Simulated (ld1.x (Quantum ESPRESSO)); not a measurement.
carbon, RRKJ: configuration errors across variants

- Element: carbon (C)
- Generator: ld1.x (Quantum ESPRESSO) 7.5
- Type: norm-conserving RRKJ (Kleinman–Bylander form)
- Functional: PBE
- Relativity: scalar-relativistic
- Frozen core: [He]
- Valence charge: 4
- Reference configuration: 2s2 2p2
- Partial waves: 2p (bound): rc 1.55 bohr; 2s (bound): rc 1.00 bohr
- Local potential: the s channel
- Core correction: Bessel-smoothed model core inside 0.45 bohr

All-electron excitation energies from the reference (eV): (1) 2s2 2p1 10.862; (2) 2s2 2p0 35.018; (3) 2s1 2p0 83.212; (4) 2s2 2p2.3 -1.158; (5) 2s2 2p1.5 3.963; (6) 2s1 2p2 19.615; (7) 2s0 2p4 16.975.

Errors AE − PS in meV (a dash: test not solved or not reliable):

```tsv
change	(1)	(2)	(3)	(4)	(5)	(6)	(7)	bound ghosts
base	+10	+120	+269	+0.1	+1.2	-7.1	+14	none
wave 2s (bound): rc 1.00 bohr becomes 2s (bound): rc 0.66 bohr	+14	+149	+313	+0.2	+1.8	-4.6	+24	none
wave 2s (bound): rc 1.00 bohr becomes 2s (bound): rc 0.80 bohr	+12	+129	+269	+0.2	+1.4	-5.9	+22	none
wave 2s (bound): rc 1.00 bohr becomes 2s (bound): rc 0.90 bohr	+11	+124	+268	+0.2	+1.3	-6.7	+17	none
wave 2s (bound): rc 1.00 bohr becomes 2s (bound): rc 1.10 bohr	+10	+121	+269	+0.1	+1.2	-7.1	+14	none
wave 2s (bound): rc 1.00 bohr becomes 2s (bound): rc 1.36 bohr	+15	+152	+282	+0.3	+2.0	-8.4	+21	none
wave 2s (bound): rc 1.00 bohr becomes 2s (bound): rc 1.44 bohr	+17	+166	+288	+0.3	+2.3	-9.2	+22	none
```

Problem. Give the same row for: wave 2s (bound): rc 1.00 bohr becomes 2s (bound): rc 1.22 bohr.

Solution. +12, +133, +273, +0.2, +1.5, -7.5, +18; bound ghosts: none.
